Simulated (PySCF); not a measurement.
Al(CF3)(Cl)2 (CAlCl₂F₃), SMILES [Al]([C](F)(F)F)([Cl])[Cl]. Atoms are numbered in the order given.

```xyz
7

Al    -0.0789     0.1333     0.5422
C      0.1465    -0.3414    -1.3978
F     -0.7087     0.3046    -2.2021
F     -0.0215    -1.6552    -1.6189
F      1.3894    -0.0297    -1.8140
Cl    -1.1585     1.8252     1.0854
Cl     0.8181    -1.0759     1.9765
```

The structure is a stationary point at PBE0-D3(BJ)/def2-SVP. The structure was generated by enumeration; whether it is a known compound was not checked.

Vertical ionisation energy (IE) and electron affinity (EA) in eV. Rows of orbital energies are one-electron estimates. Where ΔSCF, EOM or ADC give a negative EA the extra electron is unbound and the value depends on the basis.

| level | IE | EA |
|---|---|---|
| −ε(HOMO), −ε(LUMO), M06-2X/def2-TZVP (PySCF) | 10.78 | 1.33 |
| −ε(HOMO), −ε(LUMO), PBE/def2-TZVP (PySCF) | 7.80 | 2.52 |
